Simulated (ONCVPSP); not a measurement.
## Hf, ONCV: configuration errors across variants

```
Element                 : hafnium (Hf)
Generator               : ONCVPSP 4.0.1
Type                    : optimised norm-conserving Vanderbilt (ONCV)
Functional              : LDA (Perdew-Wang 92)
Relativity              : fully relativistic
Frozen core             : [Kr] 4d10 4f14
Valence charge          : 12
Reference configuration : 5s2 5p6 5d2 6s2
Partial waves           : 5s+6s: rc 1.70 bohr, ncon 4, nbas 8, qcut 9.1 1/bohr, 2 projectors; 5p: rc 1.35 bohr, ncon 3, nbas 7, qcut 5.1 1/bohr, 2 projectors, debl 0.6 Ha; 5d: rc 2.60 bohr, ncon 4, nbas 8, qcut 4.8 1/bohr, 2 projectors, debl 2.5 Ha
Local potential         : polynomial inside 0.95 bohr (lpopt 5, dvloc0 0 Ha)
Core correction         : none
```

Open shells are filled in proportion to 2j + 1.

In the p channel the program set the typed energies aside and used -1.231, 0.250 Ha (j = l + 1/2; the other j can differ).

All-electron excitation energies from the reference (eV): (1) 5s2 5p6 5d2 6s1 8.192; (2) 5s2 5p6 5d2 6s0 22.686; (3) 5s2 5p6 5d2 6s0 6p2 8.002.

A true bound ghost makes a file unfit for plane-wave use even where its test errors are small: the radial tests pick states by their node count and pass the ghost by.

Errors AE − PS in meV (a dash: test not solved or not reliable):

```tsv
change	(1)	(2)	(3)	bound ghosts	GHOST(+) flags above zero
base	+2.4	+13	+3.7	s	p3/2, d5/2, p1/2, d3/2
p: rc 1	+2.4	+13	+2.7	s	p3/2, d5/2, p1/2, d3/2
s: nbas 9	+2.4	+13	+3.8	s	p3/2, d5/2, p1/2, d3/2
all radii scaled by about 1.27 (s 2.16, p 1.72, d 3.32 bohr); local potential polynomial inside 1.22 bohr (lpopt 5, dvloc0 0 Ha)	+0.7	0.0	-0.8	none	s
d: nproj 1	+2.3	+12	+3.6	s	p3/2, p1/2, d3/2
p: qcut 6.5	+2.4	+13	+3.9	s	p3/2, d5/2, p1/2, d3/2
core correction polynomial model core, fcfact 0.5	-0.6	-7.4	-2.2	s	p3/2, d5/2, p1/2, d3/2
local potential polynomial inside 1.00 bohr (lpopt 5, dvloc0 3 Ha)	+2.3	+13	+3.6	none	s, d5/2, p1/2
```

Question: Give the same row for: s: qcut 6.1; p: qcut 3.4; d: qcut 3.2.

Answer: +2.1, +7.5, +0.8; bound ghosts: s; GHOST(+) flags above zero: p3/2, d5/2, p1/2, d3/2.
